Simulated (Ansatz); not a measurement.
C₅H₁₇N₃Si⁻, that is SiEt(NHMe)3 with one electron more. Charge -1, multiplicity 2. Geometry PBE-D4/def2-SVP, that of the neutral singlet; atoms count from 1.

```xyz
26

Si   -0.061    0.029    0.039
C     1.172    1.138   -0.879
C     2.066    0.361   -1.856
H     1.792    1.644   -0.106
H     0.632    1.956   -1.406
H     2.819    1.009   -2.350
H     2.615   -0.449   -1.332
H     1.467   -0.128   -2.652
N     0.580   -1.353    0.891
C     1.300   -1.311    2.148
H     0.750   -2.193    0.333
H     2.411   -1.363    2.039
H     1.068   -0.355    2.661
H     0.999   -2.135    2.838
N    -1.080   -0.749   -1.155
C    -1.685   -0.106   -2.305
H    -1.619   -1.548   -0.808
H    -2.671    0.380   -2.103
H    -1.014    0.689   -2.692
H    -1.840   -0.821   -3.144
N    -0.768    1.050    1.270
C    -1.842    0.648    2.159
H    -0.675    2.062    1.158
H    -2.863    0.931    1.802
H    -1.831   -0.457    2.267
H    -1.722    1.070    3.183
```

The highest occupied level of the charge -1 doublet lies above zero (up to 3.09 eV). By energy differences it is unbound by 1.90 eV (vertical, against the charge 0 singlet, at PBE0-D4/def2-TZVP) and held by the finite basis.

Problem. Estimate the Mulliken populations from the PBE0/def2-TZVP orbitals of Ansatz.

Solution. 
| atom | charge (e) | spin (α − β) |
| --- | --- | --- |
| Si1 | 0.36 | 0.10 |
| C2 | -0.09 | -0.21 |
| C3 | -0.07 | -0.28 |
| H4 | -0.03 | 0.14 |
| H5 | -0.07 | 0.17 |
| H6 | -0.01 | 0.10 |
| H7 | -0.03 | 0.15 |
| H8 | 0.02 | 0.10 |
| N9 | -0.37 | -0.02 |
| C10 | 0.02 | -0.28 |
| H11 | 0.02 | 0.20 |
| H12 | -0.04 | 0.14 |
| H13 | 0.02 | 0.12 |
| H14 | -0.03 | 0.13 |
| N15 | -0.34 | -0.05 |
| C16 | 0.11 | -0.37 |
| H17 | -0.01 | 0.22 |
| H18 | -0.07 | 0.17 |
| H19 | 0.00 | 0.12 |
| H20 | -0.04 | 0.13 |
| N21 | -0.36 | -0.04 |
| C22 | 0.12 | -0.38 |
| H23 | 0.03 | 0.18 |
| H24 | -0.06 | 0.16 |
| H25 | -0.04 | 0.17 |
| H26 | -0.05 | 0.15 |
Mulliken values depend strongly on the basis.

Problem. Where does the spin sit?

Solution. Summed by element: Si 0.10, C -1.51, H 2.52, N -0.11, of 1 unpaired in all. Largest on single atoms: C22 -0.38, C16 -0.37, C3 -0.28.

Problem. And the Mayer bond orders between heavy atoms (over 0.3)?

Solution. Si1–C2 0.85 (1.90 Å); Si1–N9 1.18 (1.75 Å); Si1–N15 1.14 (1.75 Å); Si1–N21 1.16 (1.75 Å); C2–C3 1.14 (1.53 Å); N9–C10 1.03 (1.45 Å); N15–C16 1.06 (1.45 Å); N21–C22 1.03 (1.45 Å).
